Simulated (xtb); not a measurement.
Job for xtb: GFN-FF on AlGeH7O2.

```
$ xtb mol.xyz --gfnff --sp --chrg 0 --uhf 0
11

Al     1.11062792    -0.70757362     0.35003110
O     -0.30566085     0.27354063     0.16886874
Ge    -2.05458773     0.27263407     0.42148572
H      0.97587165    -2.23753895    -0.03153150
H      2.18062286    -0.23626138     1.42842750
H     -2.67289319     1.17431418    -0.66546777
H     -2.60136838    -1.16451794     0.30074857
H     -2.35937743     0.84315742     1.82091838
O      1.87985378     0.21560029    -1.26943809
H      2.68932138     0.71636465    -1.10341706
H      1.15769000     0.85038065    -1.42052559
```

Program output:

```
[...]
           -------------------------------------------------
          |                Calculation Setup                |
           -------------------------------------------------



          ==================== Thresholds ====================
          CN  :   150.00000
          rep :   500.00000
          disp:  2500.00000
          HB1 :   250.00000
          HB2 :   450.00000

          Pauling EN used:
          Z : 1  EN :  2.20
          Z : 8  EN :  3.44
          Z :13  EN :  1.61
          Z :32  EN :  2.01
          electric field strengths (au): 0.000

           -------------------------------------------------
          |           Force Field Initialization            |
           -------------------------------------------------

          distances ...
          ----------------------------------------
          generating topology and atomic info file ...
          pair mat ...
          computing topology distances matrix with Floyd-Warshall algo ...
          making topology EEQ charges ...
          #fragments for EEQ constrain: 1
          ----------------------------------------
          generating topology and atomic info file ...
          pair mat ...
          computing topology distances matrix with Floyd-Warshall algo ...
          making topology EEQ charges ...
          #fragments for EEQ constrain: 1
          rings ...
          # BATM   46
          # H in HB   7

  atom   neighbors  erfCN metchar sp-hybrid imet pi  qest     coordinates
    1  Al      4    3.49   0.15         3    1    0   0.254    2.098783   -1.337120    0.661463
    2  O       2    1.92   0.00         3    0    0  -0.383   -0.577615    0.516917    0.319116
    3  Ge      4    3.51   0.04         3    0    0   0.232   -3.882608    0.515204    0.796493
    4  H       1    0.95   0.01         0    0    0   0.001    1.844130   -4.228336   -0.059586
    5  H       1    0.95   0.01         0    0    0   0.001    4.120780   -0.446469    2.699337
    6  H       1    0.95   0.01         0    0    0  -0.009   -5.051036    2.219132   -1.257552
    7  H       1    0.95   0.01         0    0    0  -0.009   -4.915874   -2.200620    0.568332
    8  H       1    0.95   0.01         0    0    0  -0.009   -4.458577    1.593337    3.441037
    9  O       3    2.73   0.00         3    0    0  -0.443    3.552409    0.407426   -2.398890
   10  H       1    0.97   0.00         0    0    0   0.182    5.082081    1.353733   -2.085156
   11  H       1    0.98   0.01         0    0    0   0.182    2.187717    1.606987   -2.684404

          #atoms :   11
          #bonds :   10
          #angl  :   16
          #tors  :   12
          #nmol  :   1
          #optfrag :   1
           -------------------------------------------------
          |                   G F N - F F                   |
          |          A general generic force-field          |
          |                  Version 1.0.3                  |
           -------------------------------------------------
          Number of HB bonds (bound hydrogen)     30
          Number of HB bonds (unbound hydrogen)   12
          Number of XB bonds                      0

 E+G (total)                   0 d,  0 h,  0 min,  0.000 sec
 distance/D3 list               ...        0 min,  0.000 sec (  0.709%)
 non bonded repulsion           ...        0 min,  0.000 sec ( 20.604%)
 dCN                            ...        0 min,  0.000 sec (  4.128%)
 EEQ energy and q               ...        0 min,  0.000 sec ( 11.542%)
 D3                             ...        0 min,  0.000 sec ( 13.329%)
 EEQ gradient                   ...        0 min,  0.000 sec (  7.216%)
Note: The following floating-point exceptions are signalling: IEEE_UNDERFLOW_FLAG IEEE_DENORMAL
normal termination of xtb
 bonds                          ...        0 min,  0.000 sec (  7.499%)
 bend and torsion               ...        0 min,  0.000 sec ( 12.592%)
 bonded ATM                     ...        0 min,  0.000 sec (  4.929%)
 HB/XB (incl list setup)        ...        0 min,  0.000 sec ( 13.179%)

         :::::::::::::::::::::::::::::::::::::::::::::::::::::
         ::                     SUMMARY                     ::
         :::::::::::::::::::::::::::::::::::::::::::::::::::::
         :: total energy              -0.933976850862 Eh    ::
         :: gradient norm              0.111606428084 Eh/a0 ::
         ::.................................................::
         :: bond energy               -0.893881800981 Eh    ::
         :: angle energy               0.024508393198 Eh    ::
         :: torsion energy             0.001850635987 Eh    ::
         :: repulsion energy           0.055301711905 Eh    ::
         :: electrostat energy        -0.118273540713 Eh    ::
         :: dispersion energy         -0.003975969481 Eh    ::
         :: HB energy                 -0.000000428794 Eh    ::
         :: XB energy                  0.000000000000 Eh    ::
         :: bonded atm energy          0.000494148018 Eh    ::
         :: external energy            0.000000000000 Eh    ::
         :: add. restraining           0.000000000000 Eh    ::
         :: total charge              -0.000000000000 e     ::
         :::::::::::::::::::::::::::::::::::::::::::::::::::::

           -------------------------------------------------
          |                Property Printout                |
           -------------------------------------------------

molecular dipole:
                 x           y           z       tot (Debye)
 q only:       -0.145       0.014       0.284       0.810

           -------------------------------------------------
          | TOTAL ENERGY               -0.933976850862 Eh   |
          | GRADIENT NORM               0.111606428084 Eh/α |
           -------------------------------------------------
########################################################################
[WARNING] Runtime exception occurred
-1- gfnff_setup: Could not read topology file.
########################################################################

------------------------------------------------------------------------
------------------------------------------------------------------------
 total:
 SCF:
```

The run finished.

Cost: around 0.03 core-seconds (rough).
